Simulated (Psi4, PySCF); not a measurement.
Interaction energy of CO2 ··· COS (SMILES O=C=O and O=C=S). Monomers: optimised at B3LYP-D3(BJ) (def2-TZVP), held rigid. Orientation: lowest of the rigid-body minima from ten starts at GFN2-xTB. Only R, the distance of the centres of mass, is varied, so the lowest point isn't the relaxed dimer.

- RMP2/6-31G* = PySCF with restricted MP2 (frozen core)/6-31G*, spherical d, no counterpoise correction
- SAPT0/jun-cc-pVDZ, frozen core (Psi4)

Interaction energies in kcal/mol:

```tsv
R / Å	RMP2/6-31G*
3.35	2.46
3.56	-0.18
3.73	-1.13
3.96	-1.54
4.17	-1.49
4.37	-1.29
4.64	-0.95
4.95	-0.62
5.43	-0.30
6.12	-0.13
7.15	-0.05
8.49	-0.02
```

Problem. What does SAPT0/jun-cc-pVDZ give at the same points?

Solution. 3.35: 2.79; 3.56: 0.26; 3.73: -0.67; 3.96: -1.13; 4.17: -1.16; 4.37: -1.06; 4.64: -0.86; 4.95: -0.65; 5.43: -0.40; 6.12: -0.21; 7.15: -0.09; 8.49: -0.04 (kcal/mol).
